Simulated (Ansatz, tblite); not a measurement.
Removing and adding an electron: Zn5Te4 (the lowest singlet isomer of a short search). Charge 0, multiplicity 1. Geometry: PBE-D4/def2-SVP. Ansatz, gas phase; energy differences of separate SCF runs; the oxidised species was run as a doublet alone; the reduced species was run as a doublet alone.

| atom | x (Å) | y (Å) | z (Å) |
| --- | --- | --- | --- |
| Zn1 | 0.211 | 2.758 | 0.486 |
| Zn2 | 1.681 | 0.283 | 1.138 |
| Zn3 | -1.612 | 0.834 | -0.836 |
| Zn4 | -0.337 | -4.372 | -1.113 |
| Zn5 | -0.133 | -1.866 | -0.294 |
| Te6 | 1.121 | 2.135 | 2.714 |
| Te7 | 2.342 | -1.495 | -0.471 |
| Te8 | -0.751 | 2.969 | -1.798 |
| Te9 | -2.522 | -1.246 | 0.174 |

In the def2 sets Te takes a core potential; there is no spin–orbit coupling. The xTB rows come from tblite. HOMO above LUMO, or a gap near zero within one spin, warns that the state may not be the lowest or that an electron is smeared out. The structure comes from a short search, and lower isomers may exist.

Problem. Estimate orbital energies and vertical ionisation energies and electron affinities at: GFN1-xTB; GFN2-xTB; PBE-D4/def2-SVP; r2SCAN-D4/def2-SVP; PBE0-D4/def2-SVP.

Solution. 
```
             level  −HOMO (eV)  vertical IE (eV)  −LUMO (eV)  vertical EA (eV)  HOMO–LUMO gap (eV)  IE − EA (eV)                                                                   remarks
          GFN1-xTB        9.46             11.46        5.90              4.14                3.56          7.32                                                                         –
          GFN2-xTB        9.13             11.58        5.05              2.62                4.07          8.97                                                                         –
   PBE-D4/def2-SVP        5.28                 –        2.71              0.96                2.57             –  HOMO above zero (-1 doublet), gap within one spin near zero (-1 doublet)
r2SCAN-D4/def2-SVP        5.56                 –        2.70              1.04                2.86             –                                              HOMO above zero (-1 doublet)
  PBE0-D4/def2-SVP        6.21              7.53        2.13              0.92                4.07          6.61                                              HOMO above zero (-1 doublet)
```

Run but left out: PBE-D4/def2-SVP, r2SCAN-D4/def2-SVP (charge +1 doublet: an occupied level 0.01 to 0.05 eV above an empty one).   A HOMO above zero means that the electron is unbound at that level or that self-interaction error raises the level; the energy of removing that electron tells which. Raw xTB energy differences between charge states are shifted by several eV; the methods need an empirical correction for them. Sets without diffuse functions give affinities that are too small.
